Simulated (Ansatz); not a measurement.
Cost and result for the atomization energy of CH$_{3}$GaO$_{3}$ (`O=[CH][Ga]([OH])[OH]`) (8 atoms, 7 bonds).

Total charge 0; spin multiplicity 1. Correlated methods include outer-core shells of Ga, which these sets cover unevenly. Scalar relativity is left out up to krypton. The structure was optimised at the PBE0-D4/def2-TZVP level. It is one conformer, not always the lowest. Program: Ansatz. Hardware: A = 2 threads of an AMD EPYC 7R13 on a shared host; B = 2 threads of an AMD EPYC 7R13 on a shared host and a share of an NVIDIA H100 80 GB. Times are those of one run each, without the atoms' runs, and a repeat can differ threefold. Electronic energies, without spin–orbit coupling; frozen cores. CCSD(T)/CBS adds CCSD(T) − MP2 in def2-TZVPP to the MP2 limit, and its time is that of the two runs behind it. T1 = 0.016. With those shells the extrapolation isn't a true limit. B3LYP takes the VWN-RPA correlation (the form of Gaussian; ORCA's B3LYP/G).

CCSD(T)/CBS is a level of theory with its own doubt, some kJ/mol a heavy atom from the limit and from the frozen cores, so smaller differences don't rank the functionals.

| level | functions | wall time | atomization (kJ/mol) | difference from CCSD(T)/CBS | per bond |
| --- | --- | --- | --- | --- | --- |
| LDA (SPW92)/def2-TZVPP [A] | 214 | 2.3 s | 3576.6 | 541.9 | 77.4 |
| CCSD(T)/def2-TZVPP [B] | 214 | 2.7 s | 2946.9 | -87.8 | -12.5 |
| BLYP-D4/def2-TZVPP [A] | 214 | 2.9 s | 3032.7 | -2.0 | -0.3 |
| revPBE-D4/def2-TZVPP [A] | 214 | 2.9 s | 3005.7 | -29.0 | -4.1 |
| PBE-D4/def2-TZVPP (with forces) [A] | 214 | 3.8 s | 3116.4 | 81.7 | 11.7 |
| r2SCAN-D4/def2-TZVPP (with forces) [A] | 214 | 6 s | 3030.2 | -4.5 | -0.6 |
| B3LYP-D4/def2-TZVPP (with forces) [A] | 214 | 6.5 s | 2987.1 | -47.6 | -6.8 |
| CAM-B3LYP-D4/def2-TZVPP [A] | 214 | 7 s | 3014.3 | -20.4 | -2.9 |
| PBE-QIDH/def2-TZVPP [A] | 214 | 9.5 s | 2976.2 | -58.5 | -8.4 |
| B97M-V/def2-TZVPP [A] | 214 | 10 s | 3000.4 | -34.3 | -4.9 |
| CCSD(T)/def2-SVP [A] | 103 | 13 s | 2822.3 | -212.4 | -30.3 |
| CCSD(T)/def2-QZVPP [B] | 407 | 15 s | 3003.9 | -30.8 | -4.4 |
| CCSD(T)/CBS(def2) | – | 17 s | 3034.7 | 0.0 | 0.0 |

From PBE to PBE0 (25 % exact exchange), in def2-TZVPP and without D4, the atomization energy moves by −124.5 kJ/mol: exact exchange takes away binding that semilocal exchange gives to molecules. At CCSD(T), def2-SVP lies −212.4 kJ/mol from the extrapolated value and def2-TZVPP −87.8 kJ/mol: correlation converges slowly with the basis, and small sets miss more of it in the bonded molecule than in its fragments. In def2-TZVPP, CCSD(T) changes the Hartree–Fock value by +988.1 kJ/mol (the triples alone add +70.9 kJ/mol) and MP2 by +1110.8 kJ/mol; breaking electron pairs costs correlation energy, which Hartree–Fock lacks.
